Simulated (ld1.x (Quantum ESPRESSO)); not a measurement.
## Which change was made? (O, TM)

oxygen (O), norm-conserving Troullier–Martins (Kleinman–Bylander form), made with ld1.x (Quantum ESPRESSO) 7.5 (PBEsol, scalar-relativistic). Core none, reference 1s2 2s2 2p2 (charge +2). Waves: 1s (bound): rc 0.30 bohr; 2p (bound): rc 1.15 bohr. Local part: all-electron potential smoothed inside 0.40 bohr (lloc = -2). Core correction: none.

Occupied shells without a wave of their own: 2s. They enter only through the test configuration that unscreens the potential.

Cutoffs, loose and tight: the cutoffs (Ry, on a coarse ladder) from which the occupation-weighted sum of valence levels, in a spherical-Bessel basis at the reference potential, stays within 10 and 1 mRy of its value at 400 Ry. They do not see the model core or the augmentation charge, which bear on the density cutoff. Test errors are all-electron minus pseudo excitation energies from the reference, over the configurations 1s2 2s2 2p4; 1s2 2s2 2p3; 1s2 2s2 2p1; 1s2 2s2 2p4.3; 1s2 2s0 2p6; 1s2 2s1 2p5; 1s2 2s2 2p0; variants that change the core or the reference have their own tests.

The base gives: outcome: generated, misses its reference levels by 153.96 eV; bound ghosts: not determined; largest test error (meV): 7 of 7 tests not solved or not reliable (2 of them converged, to errors over 20 eV).

(1) After one change the result is: outcome: generated, misses its reference levels by 3.34 eV; bound ghosts: not determined; largest test error (meV): no test is counted, since the test run did not reproduce the reference configuration. Which change was it?
A. all radii scaled by about 0.84 (s 0.26, p 0.96 bohr); local potential all-electron potential smoothed inside 0.34 bohr (lloc = -2)
B. all radii scaled by about 1.35 (s 0.40, p 1.56 bohr); local potential all-electron potential smoothed inside 0.54 bohr (lloc = -2)
C. all radii scaled by about 1.13 (s 0.34, p 1.30 bohr); local potential all-electron potential smoothed inside 0.44 bohr (lloc = -2)
D. all radii scaled by about 0.76 (s 0.22, p 0.88 bohr); local potential all-electron potential smoothed inside 0.30 bohr (lloc = -2)
E. all radii scaled by about 0.92 (s 0.28, p 1.06 bohr); local potential all-electron potential smoothed inside 0.36 bohr (lloc = -2)

## Answers

(1) B. The others give: all radii scaled by about 0.92 (s 0.28, p 1.06 bohr); local potential all-electron potential smoothed inside 0.36 bohr (lloc = -2) → outcome: generated, misses its reference levels by 154.52 eV; bound ghosts: not determined; largest test error (meV): 7 of 7 tests not solved or not reliable (2 of them converged, to errors over 20 eV) | all radii scaled by about 0.76 (s 0.22, p 0.88 bohr); local potential all-electron potential smoothed inside 0.30 bohr (lloc = -2) → outcome: generated, misses its reference levels by 0.37 eV; bound ghosts: not determined; largest test error (meV): +658 | all radii scaled by about 1.13 (s 0.34, p 1.30 bohr); local potential all-electron potential smoothed inside 0.44 bohr (lloc = -2) → outcome: failed: run_pseudo: Errors in PS-KS equation | all radii scaled by about 0.84 (s 0.26, p 0.96 bohr); local potential all-electron potential smoothed inside 0.34 bohr (lloc = -2) → outcome: generated, misses its reference levels by 155.04 eV; bound ghosts: not determined; largest test error (meV): 7 of 7 tests not solved or not reliable (1 of them converged, to errors over 20 eV).
